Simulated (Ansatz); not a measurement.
C$_{3}$H$_{8}$Si (`CC1C[SiH2]1`). Charge 0, multiplicity 1. The geometry is a stationary point of PBE0-D4/def2-TZVP.

```xyz
12

C     1.439    0.232   -0.521
C     0.019   -0.272   -0.516
C    -1.083    0.690   -0.028
Si   -0.851   -0.809    1.031
H     1.689    0.728    0.421
H     1.598    0.960   -1.324
H     2.152   -0.584   -0.659
H    -0.257   -0.818   -1.417
H    -0.733    1.647    0.350
H    -1.968    0.782   -0.649
H    -0.155   -0.659    2.328
H    -1.851   -1.897    0.986
```

What is the dipole moment at ωB97M-V/def2-TZVPP? (An estimate is asked.)

Ansatz gave: 0.17 D, with components (0.07, -0.06, -0.14) D in this frame, pointing from negative to positive charge.

And with PBE, r2SCAN, B3LYP? (Best estimate.)

Computed: PBE 0.35 D, r2SCAN 0.32 D, B3LYP 0.21 D.

Give the Mulliken charges with ωB97M-V, r2SCAN, PBE in def2-TZVPP. (Estimate.)

Ansatz gave: 
| atom | ωB97M-V | r2SCAN | PBE |
| --- | --- | --- | --- |
| C1 | -0.29 | -0.12 | -0.24 |
| C2 | -0.16 | -0.07 | -0.06 |
| C3 | -0.30 | -0.23 | -0.21 |
| Si4 | 0.21 | 0.27 | 0.16 |
| H5 | 0.08 | 0.03 | 0.07 |
| H6 | 0.11 | 0.04 | 0.08 |
| H7 | 0.10 | 0.05 | 0.08 |
| H8 | 0.09 | 0.04 | 0.07 |
| H9 | 0.10 | 0.07 | 0.08 |
| H10 | 0.11 | 0.07 | 0.08 |
| H11 | -0.02 | -0.07 | -0.06 |
| H12 | -0.03 | -0.07 | -0.06 |

B3LYP here is the variant with VWN-RPA as its local correlation; programs differ in this.
